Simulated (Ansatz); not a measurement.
Program: Ansatz. Geometries: PBE0-D4/def2-TZVP. ΔE: electronic, gas phase. CCSD(T)/CBS is the MP2 limit (def2-TZVPP, def2-QZVPP) plus CCSD(T) − MP2 in def2-TZVPP, frozen cores. DFT in def2-TZVPP. B3LYP here is the variant with VWN-RPA as its local correlation; programs differ in this. One conformer a species, not always the lowest.

Reaction (ligand exchange at a B–C bond): `Bc1ccccc1` + `CC(O)[SiH3]` → `BOC(C)[SiH3]` + `c1ccccc1`

**Question.** Is it downhill or uphill in electronic energy at CCSD(T)/CBS, and by how much? (Best estimate.)

**Answer.** Ansatz gave: Downhill: ΔE = -122.7 kJ/mol.

**Question.** What do these levels give: PBE-D4, B3LYP-D4, ωB97X-V, ωB97M-V, MP2/def2-TZVPP, MP2/def2-QZVPP? (Estimate.)

**Answer.** Ansatz gave: PBE-D4 -121.1, B3LYP-D4 -125.5, ωB97X-V -124.5, ωB97M-V -125.1, MP2/def2-TZVPP -122.8, MP2/def2-QZVPP -122.2 kJ/mol.

Largest T1 diagnostic among the species: 0.013.
